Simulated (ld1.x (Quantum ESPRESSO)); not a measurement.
## Logarithmic derivatives: boron (B), TM

```
Element                 : B (Z = 5)
Generator               : ld1.x (Quantum ESPRESSO) 7.5
Type                    : norm-conserving Troullier–Martins (Kleinman–Bylander form)
Functional              : revPBE
Relativity              : non-relativistic
Frozen core             : [He]
Valence charge          : 3
Reference configuration : 2s1 2p0 (charge +2)
Partial waves           : 2s (bound): rc 1.45 bohr; 2p (bound, empty): rc 1.00 bohr; 3d channel at 0.25 Ry: rc 1.30 bohr
Local potential         : all-electron potential smoothed inside 1.40 bohr (lloc = -2)
Core correction         : none
```

The phase is arctan(r·u′/u) with u = r·R(r), unwrapped; energies in Ry, scanned from -4 to 5 Ry. A pole is an energy at which the radial function vanishes at the test radius. The pseudo phase is shifted by a multiple of π to meet the all-electron one at the reference energy, and phase errors are pseudo minus all-electron; the curves can meet again beyond the range given. Levels narrower than the energy grid can be missing from the lists of poles.

```json
{"channel": "s", "radius (bohr)": "1.60", "reference energy (Ry)": "-2.31", "poles, all-electron": "1.34", "poles, pseudo": "1.17", "unbroken range about the reference energy with phases within 0.05 rad": "below 3.6", "phase error 1 Ry above the reference energy (rad)": "-0.003"}
{"channel": "p", "radius (bohr)": "1.60", "reference energy (Ry)": "-1.87", "poles, all-electron": "0.59", "poles, pseudo": "0.62", "unbroken range about the reference energy with phases within 0.05 rad": "below 4.4", "phase error 1 Ry above the reference energy (rad)": "+0.001"}
{"channel": "d", "radius (bohr)": "1.60", "reference energy (Ry)": "0.25", "poles, all-electron": "none", "poles, pseudo": "none", "unbroken range about the reference energy with phases within 0.05 rad": "the whole range", "phase error 1 Ry above the reference energy (rad)": "+0.000"}
```

Phases in the d channel:

| E (Ry) | all-electron | pseudo |
| --- | --- | --- |
| -4.00 | 1.251 | 1.251 |
| -3.52 | 1.231 | 1.231 |
| -3.04 | 1.208 | 1.208 |
| -2.56 | 1.180 | 1.180 |
| -2.08 | 1.145 | 1.145 |
| -1.60 | 1.102 | 1.102 |
| -1.12 | 1.046 | 1.046 |
| -0.64 | 0.970 | 0.970 |
| -0.16 | 0.865 | 0.865 |
| 0.32 | 0.710 | 0.710 |
| 0.80 | 0.477 | 0.477 |
| 1.28 | 0.135 | 0.135 |
| 1.76 | -0.284 | -0.283 |
| 2.24 | -0.662 | -0.661 |
| 2.72 | -0.931 | -0.930 |
| 3.20 | -1.110 | -1.109 |
| 3.68 | -1.232 | -1.230 |
| 4.16 | -1.318 | -1.317 |
| 4.64 | -1.382 | -1.381 |
